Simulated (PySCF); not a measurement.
Level of theory: PBE-D3(BJ)/def2-TZVP // B3LYP-D3(BJ)/def2-TZVP run with PySCF. All species are isolated molecules in the gas phase. 

Reference species (SMILES): `C=C=C=C` (neutral, multiplicity 1).

```json
{
  "LUMO": "-2.49 eV",
  "HOMO–LUMO gap": "3.63 eV",
  "HOMO": "-6.12 eV"
}
```

Changed species: `C=CC#C`.

**Question.** Give the shifts of the LUMO, HOMO–LUMO gap and HOMO.

**Answer.** the LUMO increases by 0.55 eV, to -1.94 eV; the HOMO–LUMO gap increases by 0.59 eV, to 4.22 eV; the HOMO drops by 0.04 eV, to -6.16 eV.
